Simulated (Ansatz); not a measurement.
Consider the cleavage of the Si–Si bond: `O[SiH2][SiH](O)O` + `[NH2][GeH3]` → `O[SiH2][NH][GeH3]` + `O[SiH2]O`.

Calculated with Ansatz (gas phase, PBE0-D4/def2-TZVP geometries, no zero-point term in ΔE). CCSD(T)/CBS is the MP2 limit (def2-TZVPP, def2-QZVPP) plus CCSD(T) − MP2 in def2-TZVPP, frozen cores. Functionals use def2-TZVPP. For Ge outer-core shells are correlated without core-valence functions, which leaves a few kJ/mol of doubt a bond. Scalar relativity is left out up to krypton. Each species was taken in one conformer, which may not be the lowest.

```json
{"level": "ωB97X-V", "ΔE (kJ/mol)": "-91.9"}
{"level": "B2PLYP", "ΔE (kJ/mol)": "-99.1"}
```

What does CCSD(T)/CBS give? (Estimate.)

The calculation gave: -98.8 kJ/mol. The listed levels differ from it by 6.9, -0.3 kJ/mol.

Largest T1 diagnostic among the species: 0.012.

In def2-TZVPP, CCSD(T) changes the Hartree–Fock value by +14.3 kJ/mol (the triples alone add +2.1 kJ/mol) and MP2 by +5.9 kJ/mol. From PBE to PBE0 (25 % exact exchange), in def2-TZVPP and without D4, ΔE moves by −9.0 kJ/mol.

CCSD(T)/CBS has its own doubt, a few kJ/mol and more with outer-core shells, so smaller differences from it don't rank the levels.
